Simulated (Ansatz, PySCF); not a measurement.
Reaction (SMILES): C=[SiH2] -> C=[SiH2] as doublet, charge +1 + e-
Each molecule is optimised on its own at B3LYP-D3(BJ)/def2-TZVP (Ansatz, an electronic-structure program). Unstable Hartree-Fock reference: C=[SiH2]. A spin state is the lowest found, not a proven ground state.

Quantity: adiabatic ionisation energy (0 K, with B3LYP-D3(BJ) harmonic zero-point energies from PySCF), in eV. Valence correlation only, unless marked. Open shells are spin-unrestricted. No spin-orbit coupling. Non-relativistic unless marked X2C. CBS(X,Y): correlation extrapolated as X^-3; Hartree-Fock from the larger set. The bracket is a focal-point correction in the basis named.

```
level                                                                             program  adiabatic ionisation energy (eV)  minus last row
-------------------------------------------------------------------------  --------------  --------------------------------  --------------
HF/def2-TZVPD                                                                       PySCF                              7.13           -1.70
B3LYP-D4/def2-TZVPD                                                        Ansatz + dftd4                              8.70           -0.13
r2SCANh-D4/def2-TZVPD                                                      Ansatz + dftd4                              8.57           -0.26
wB97M-V/def2-TZVPD                                                                 Ansatz                              8.62           -0.21
B2GP-PLYP-D3(BJ)/def2-TZVPD                                                Ansatz + dftd3                              8.60           -0.23
CCSD/STO-3G                                                                        Ansatz                              5.64           -3.19
CCSD/cc-pVTZ                                                                       Ansatz                              8.53           -0.30
CCSD(T)/STO-3G                                                                     Ansatz                              5.65           -3.18
X2C-CCSD(T)/cc-pVTZ-DK                                                             Ansatz                              8.69           -0.14
RI-MP2/CBS(aug-cc-pV(T+d)Z,aug-cc-pV(Q+d)Z)+[CCSD(T)-MP2]/aug-cc-pV(T+d)Z          Ansatz                              8.83            0.00
```
